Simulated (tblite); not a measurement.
Input of a run (GFN2-xTB geometry optimisation, gas phase (tblite 0.8.0)), started from a force field or distance geometry:
```
{"job": {"kind": "relax", "xc": "GFN2-xTB", "basis": "xTB"}, "charge": 0, "multiplicity": 1}
C     -3.710700     1.821200    -0.854100
C     -2.658900     1.324100    -1.095300
C     -1.340100     0.703500    -1.385400
Si    -1.212700    -1.120500    -0.947100
N      0.390100    -1.720000    -1.039000
Si     1.382900    -0.526300    -0.353300
O      1.724100    -1.057100     1.168600
Si     2.629800    -0.587900     2.486800
Si     0.095500     1.406800    -0.381600
H     -4.668600     2.272100    -0.644100
H     -1.129100     0.819200    -2.457500
H     -1.667500    -1.387500     0.451200
H     -2.033900    -1.959300    -1.837900
H      0.479300    -2.576300    -0.510500
H      2.619100    -0.415300    -1.155800
H      2.225000     0.783600     2.882600
H      4.062900    -0.596400     2.127800
H      2.375900    -1.526800     3.611000
H      0.749700     2.554200    -1.072700
H     -0.317900     1.799500     1.003100
```

Output (eV, eV/Å):
```
step      E/eV     max force
  0    -707.01950    2.639
  1    -707.08814    5.802
  2    -707.29569    1.221
  3    -707.34476    0.770
  4    -707.44566    0.964
  5    -707.50075    0.818
  6    -707.55478    0.477
  7    -707.59281    0.448
  8    -707.62490    0.447
  9    -707.64991    0.399
 10    -707.66991    0.345
 11    -707.69112    0.349
 12    -707.71351    0.403
 13    -707.73083    0.402
 14    -707.74039    0.285
 15    -707.74707    0.198
 16    -707.75232    0.170
 17    -707.75611    0.240
 18    -707.75882    0.115
 19    -707.76135    0.099
 20    -707.76485    0.124
 21    -707.76857    0.143
 22    -707.77251    0.133
 23    -707.77583    0.149
 24    -707.77831    0.123
 25    -707.78022    0.107
 26    -707.78181    0.109
 27    -707.78333    0.125
 28    -707.78498    0.145
 29    -707.78668    0.127
 30    -707.78809    0.085
 31    -707.78907    0.062
 32    -707.78984    0.062
 33    -707.79065    0.077
 34    -707.79146    0.073
 35    -707.79213    0.062
 36    -707.79266    0.052
 37    -707.79319    0.059
 38    -707.79384    0.071
 39    -707.79470    0.066
 40    -707.79563    0.071
 41    -707.79638    0.050
 42    -707.79692    0.051
 43    -707.79743    0.050
 44    -707.79813    0.076
 45    -707.79912    0.090
 46    -707.80022    0.072
 47    -707.80110    0.056
 48    -707.80173    0.065
 49    -707.80223    0.065
 50    -707.80285    0.060
 51    -707.80372    0.072
 52    -707.80485    0.080
 53    -707.80609    0.068
 54    -707.80709    0.055
 55    -707.80767    0.046
 56    -707.80799    0.048
 57    -707.80824    0.053
 58    -707.80857    0.046
 59    -707.80909    0.050
 60    -707.80978    0.061
 61    -707.81020    0.053
 62    -707.81047    0.029
 63    -707.81062    0.024
 64    -707.81080    0.037
 65    -707.81104    0.038
 66    -707.81134    0.066
 67    -707.81161    0.034
 68    -707.81180    0.022
 69    -707.81189    0.019
 70    -707.81199    0.032
 71    -707.81220    0.044
 72    -707.81254    0.056
 73    -707.81300    0.050
 74    -707.81338    0.038
 75    -707.81363    0.031
 76    -707.81383    0.033
 77    -707.81403    0.038
 78    -707.81426    0.036
 79    -707.81449    0.028
 80    -707.81471    0.039
 81    -707.81489    0.036
 82    -707.81508    0.032
 83    -707.81522    0.031
 84    -707.81533    0.024
 85    -707.81544    0.029
 86    -707.81560    0.040
 87    -707.81584    0.043
 88    -707.81609    0.032
 89    -707.81629    0.026
 90    -707.81642    0.028
 91    -707.81656    0.032
 92    -707.81680    0.043
 93    -707.81723    0.054
 94    -707.81787    0.055
 95    -707.81847    0.040
 96    -707.81880    0.034
 97    -707.81889    0.033
 98    -707.81906    0.029
 99    -707.81922    0.025
100    -707.81968    0.026
101    -707.81989    0.029
102    -707.82015    0.040
103    -707.82036    0.045
104    -707.82092    0.049
105    -707.82142    0.088
106    -707.82144    0.270
107    -707.82186    0.025
108    -707.82197    0.034
109    -707.82232    0.074
110    -707.82269    0.079
111    -707.82327    0.054
112    -707.82369    0.039
113    -707.82398    0.038
114    -707.82425    0.042
115    -707.82469    0.057
116    -707.82528    0.066
117    -707.82579    0.135
118    -707.82638    0.062
119    -707.82675    0.023
120    -707.82691    0.021
121    -707.82712    0.029
122    -707.82729    0.032
123    -707.82741    0.021
124    -707.82750    0.019
125    -707.82762    0.031
126    -707.82780    0.042
127    -707.82801    0.043
128    -707.82816    0.030
129    -707.82825    0.023
130    -707.82832    0.023
131    -707.82842    0.038
132    -707.82857    0.046
133    -707.82870    0.036
134    -707.82878    0.017
135    -707.82883    0.018
136    -707.82887    0.018
137    -707.82893    0.025
138    -707.82899    0.024
139    -707.82903    0.014
140    -707.82907    0.015
141    -707.82911    0.016
142    -707.82916    0.020
143    -707.82921    0.017
144    -707.82924    0.008
```

Summarise the run.

The energy falls by 0.810 eV over 144 L-BFGS steps, the largest force on an atom goes from 2.64 to 0.008 eV/Å, and the atoms move by 0.447 Å rms after alignment. The bond that changes most is C2–C3 (alkyne carbon to sp3 carbon bound to silicon), which shortens by 0.053 Å. Bonds longer at the end by more than 0.005 Å: 5 of 20; shorter: 13. Among the angles that change most is Si4–N5–Si6, from 106.2° to 124.7°. Among the dihedrals that turn most is H15–Si6–O7–Si8, from 60° to -164°. The energy never rose by more than 1e-5 eV on the way. The first step brought 8 % of the lowering.

What are the final bond lengths?

C1≡C2 1.199 Å, C2–C3 1.433 Å, C3–Si4 1.916 Å, Si4–N5 1.733 Å, N5–Si6 1.742 Å, Si6–O7 1.630 Å, O7–Si8 1.617 Å, Si6–Si9 2.294 Å, C3–Si9 1.929 Å, C1–H10 1.048 Å, C3–H11 1.096 Å, Si4–H12 1.469 Å, Si4–H13 1.468 Å, N5–H14 1.007 Å, Si6–H15 1.465 Å, Si8–H16 1.463 Å, Si8–H17 1.460 Å, Si8–H18 1.463 Å, Si9–H19 1.474 Å, Si9–H20 1.474 Å. Numbering counts from 1 in the input's order; the species is `[Si@@H]1(N[SiH2][C@@H](C#C)[SiH2]1)O[SiH3]`.

Time: 1.5 s. Hardware: one thread, Arm Neoverse V2 (aarch64), on a shared host.

Its lowest GFN2-xTB frequency is 11i cm⁻¹, too small to tell a flat minimum from a shallow saddle. One conformer, not necessarily the lowest. 2 starts were optimised and ended at 0.00 and 0.03 kcal/mol (GFN2-xTB); the lowest of these is shown.

The numbers are calculated, not measured.
